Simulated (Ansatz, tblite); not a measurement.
Removing an electron: NiH2(PH3)2 (NiP₂H₈). The state is a singlet with charge 0. Geometry: PBE-D4/def2-SVP. Ansatz, gas phase; energy differences of separate SCF runs; the oxidised species was run as a doublet alone.

```xyz
11

Ni    0.4743   -0.6032   -0.0359
H     1.2833   -1.8565    0.3633
H     1.4677   -1.6557   -0.5744
P     0.1126    0.6464   -1.6843
H    -0.7582    1.7994   -1.6525
H    -0.4460    0.1279   -2.9097
H     1.1863    1.3454   -2.3485
P    -0.5541   -0.0803    1.7187
H     0.1505    0.2284    2.9397
H    -1.4657   -0.9998    2.3557
H    -1.4507    1.0480    1.8279
```

The xTB rows come from tblite. HOMO above LUMO, or a gap near zero within one spin, warns that the state may not be the lowest or that an electron is smeared out. In the singlet, H2 and H3 lie 0.98 Å apart (atoms count from 1), so these atoms are partly bonded to each other.

```json
{"level": "GFN1-xTB", "−HOMO (eV)": "9.00", "vertical IE (eV)": "12.43", "−LUMO (eV)": "6.04", "HOMO–LUMO gap (eV)": "2.96", "remarks": "–"}
{"level": "GFN2-xTB", "−HOMO (eV)": "9.13", "vertical IE (eV)": "12.52", "−LUMO (eV)": "6.00", "HOMO–LUMO gap (eV)": "3.13", "remarks": "–"}
{"level": "PBE-D4/def2-TZVP", "−HOMO (eV)": "4.35", "vertical IE (eV)": "7.82", "−LUMO (eV)": "1.48", "HOMO–LUMO gap (eV)": "2.87", "remarks": "gap within one spin near zero (+1 doublet)"}
{"level": "r2SCAN-D4/def2-TZVP", "−HOMO (eV)": "4.39", "vertical IE (eV)": "7.37", "−LUMO (eV)": "1.31", "HOMO–LUMO gap (eV)": "3.08", "remarks": "–"}
{"level": "PBE0-D4/def2-TZVP", "−HOMO (eV)": "5.85", "vertical IE (eV)": "6.92", "−LUMO (eV)": "0.61", "HOMO–LUMO gap (eV)": "5.25", "remarks": "–"}
```

Relaxing the oxidised species (PBE-D4/def2-SVP) changes its energy by -0.96 eV at PBE-D4/def2-TZVP, so the adiabatic ionisation energy to this nearest minimum is 6.86 eV. At PBE0-D4/def2-TZVP it is 6.01 eV. In the charge 1 doublet, H2 and H3 lie 0.84 Å apart (atoms count from 1), so H2 has formed as a molecule.   Raw xTB energy differences between charge states are shifted by several eV; the methods need an empirical correction for them.
